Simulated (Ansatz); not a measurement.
`[GeH3][CH]1C[SiH2]1` + `[SiH3]S` → `[SiH3][S][GeH3]` + `C1C[SiH2]1` at 400 K and 1 bar (ligand exchange at a Ge–C bond).

Isolated molecules relaxed with PBE0-D4/def2-TZVP in Ansatz; ΔE leaves out vibrations. CCSD(T)/CBS adds triple-zeta CCSD(T) − MP2 to the extrapolated MP2 energy (def2 sets, frozen cores). For Ge outer-core shells are correlated without core-valence functions, which leaves a few kJ/mol of doubt a bond. Scalar relativity is left out up to krypton.

| species | CCSD(T)/CBS energy (Eh) | H − E (kJ/mol) | S (J/(mol·K)) |
| --- | --- | --- | --- |
| `[GeH3][CH]1C[SiH2]1` | -2446.06013 | 251.5 | 376.4 |
| `[SiH3]S` | -689.27336 | 109.8 | 293.0 |
| `[SiH3][S][GeH3]` | -2766.60510 | 163.4 | 384.4 |
| `C1C[SiH2]1` | -368.74760 | 204.5 | 290.4 |

H − E and S are ideal-gas, rigid-rotor, harmonic terms from PBE0-D4/def2-TZVP, for one conformer and one mirror image of each species. 1 Eh = 2625.50 kJ/mol, R = 8.31446 J/(mol·K).

By hand: ΔE, ΔH, ΔS and ΔG.

ΔE = (-2766.60510) + (-368.74760) − (-2446.06013) − (-689.27336) = -0.01921 Eh = -50.4 kJ/mol. Δ(H − E) = 163.4 + 204.5 − 251.5 − 109.8 = 6.6, so ΔH = -43.8 kJ/mol. ΔS = 384.4 + 290.4 − 376.4 − 293.0 = 5.4 J/(mol·K). ΔG = -43.8 − 400 × (5.4)/1000 = -46.0 kJ/mol.

By hand: the equilibrium constant, and the temperature at which ΔG would vanish if ΔH and ΔS stayed fixed.

log₁₀ K = −ΔG/(RT ln 10) = 6.0. ΔH and −TΔS have one sign here, so there is no such temperature. One of them is within its doubt of zero, so this could turn.

The number of gas molecules stays the same, so ΔS is small and ΔH decides. A doubt of 5 kJ/mol in ΔE shifts log₁₀ K by 0.7 here. Other conformers and mirror images would add mixing entropy, several J/(mol·K) or more a flexible species. Modes under 60 cm⁻¹, often nearly free rotors, make the harmonic entropy too high. These are equilibria of isolated gas molecules and say nothing of rates. Largest T1 diagnostic: 0.011 (customary marks: 0.02 for closed shells, 0.045 for open ones).
